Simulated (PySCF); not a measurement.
Ionisation energy of Ca by level of theory

Ca [Ar] 4s2 (1S) → Ca⁺ [Ar] 4s1 (2S), as a difference of total energies. Computed with PySCF 2.14 in x2c-TZVPall, with the spin-free X2C one-electron Hamiltonian (Gaussian nucleus). Correlated levels: valence: [Ar] frozen. The calculations carry no spin-orbit coupling.

| method | ionisation energy (eV) |
| --- | --- |
| UHF | 5.139 |
| M06-L | 6.110 |
| BP86 | 6.209 |
| MP2 (valence) | 5.641 |
| SCS-MP2 (valence) | 5.742 |
| CCSD (valence) | 5.906 |

Errors of the correlated levels include the incompleteness of this basis and the frozen core.

With two correlated electrons CCSD is exact in that space.

**Question.** Which method comes closest to the reference value, and which is furthest?

**Answer.** The reference is 6.113 eV (measured; NIST Atomic Spectra Database, ionization energies). Closest: M06-L (error -0.003 eV); furthest: UHF (error -0.974 eV).
